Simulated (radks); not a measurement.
Question: The table gives one normalised radial function P(r) = r R(r) of Ir33+ in [Kr] 4d8 (r in bohr). All-electron calculation, scalar-relativistic Kohn-Sham, BLYP, spin-polarised, spherical densities, finite nucleus; open shells are filled with parallel spins first (spin-orbit coupling, left out, can overturn this in heavy ions); Fermi nuclear charge, rms radius 5.4032 fm. Program: a radial shooting solver on a logarithmic mesh with Libxc functionals.

r	P
0.001088	0.1225
0.001417	0.1480
0.001831	0.1761
0.002365	0.2071
0.003055	0.2396
0.003946	0.2714
0.005138	0.2989
0.006637	0.3141
0.008573	0.3092
0.01107	0.2733
0.01431	0.1950
0.01848	0.0670
0.02406	-0.1121
0.03108	-0.3036
0.04015	-0.4533
0.05186	-0.4754
0.067	-0.2915
0.08724	0.1101
0.1127	0.5360
0.1456	0.6799
0.188	0.2884
0.2429	-0.4807
0.3163	-0.9540
0.4086	-0.4510
0.5278	0.7256
0.6817	1.4716
0.8806	1.1967
1.147	0.4896
1.481	0.0947
1.913	0.0075

Which n and l does it have? It may be an empty orbital.

Answer: n = 5, l = 0: the number of nodes gives n - l - 1 = 4, the rise at small r (about r^(l+1), flatter next to the nucleus through relativity) gives l, and the extent must fit the shell. The curve is that of 5s down; the table hardly tells the two spins apart. 5s down (empty): eigenvalue -979.87 eV, 4 radial nodes at r = 0.0205, 0.0819, 0.208, 0.453 bohr, <r> = 0.711 bohr, 90 % of the charge inside 0.988 bohr.
